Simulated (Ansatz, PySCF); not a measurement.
Species: C₃H₃FO₂, net charge 0, singlet state. SMILES: C1OC=C(O1)F
Structure (B3LYP-D3(BJ)/def2-TZVP (Ansatz, a program for electronic structure) minimum search):
```
C
F 1 1.3137
C 1 1.3240 2 131.61
O 1 1.3627 2 115.42 3 177.09
H 3 1.0724 1 132.66 2 0.43
O 3 1.3993 5 118.98 1 -175.19
C 6 1.4205 3 103.66 5 -167.79
H 7 1.0868 6 110.21 3 -143.00
H 7 1.0991 8 112.15 6 122.81
```

Wanted: atomisation energy (electronic, to ground-state atoms), in kcal/mol. Valence correlation only, unless marked. Open shells are spin-unrestricted. No spin-orbit coupling. Non-relativistic. The coupled-cluster limit lacks core correlation, which all-electron functionals hold. CBS(X,Y): correlation extrapolated as X^-3; Hartree-Fock from the larger set. [CCSD(T)-MP2]/basis is that difference in the basis named.

```
level                                                     program  atomisation energy (kcal/mol)
-------------------------------------------------  --------------  -----------------------------
PBE-D3(BJ)/def2-TZVPD                              Ansatz + dftd3                          966.5
BLYP/def2-TZVPD                                            Ansatz                            [?]
PBE0/STO-3G                                                Ansatz                         1012.5
PBE0/6-31G*                                                Ansatz                          930.8
PBE0/def2-QZVPP                                            Ansatz                            [?]
TPSSh-D3(BJ)/def2-TZVPD                             PySCF + dftd3                          916.8
TPSSh/def2-TZVPD                                            PySCF                          912.6
HSE06/def2-TZVPD                                           Ansatz                            [?]
PBE-QIDH/def2-TZVPD                                        Ansatz                            [?]
SCS-MP2/aug-cc-pVDZ                                        Ansatz                          865.7
RI-MP2/CBS(cc-pVTZ,cc-pVQZ)+[CCSD(T)-MP2]/cc-pVTZ          Ansatz                          920.1
```

Problem. Fill in the missing entries.

Solution. 
- BLYP/def2-TZVPD, atomisation energy (kcal/mol): 918.9
- PBE0/def2-QZVPP, atomisation energy (kcal/mol): 929.1
- HSE06/def2-TZVPD, atomisation energy (kcal/mol): 929.5
- PBE-QIDH/def2-TZVPD, atomisation energy (kcal/mol): 915.8
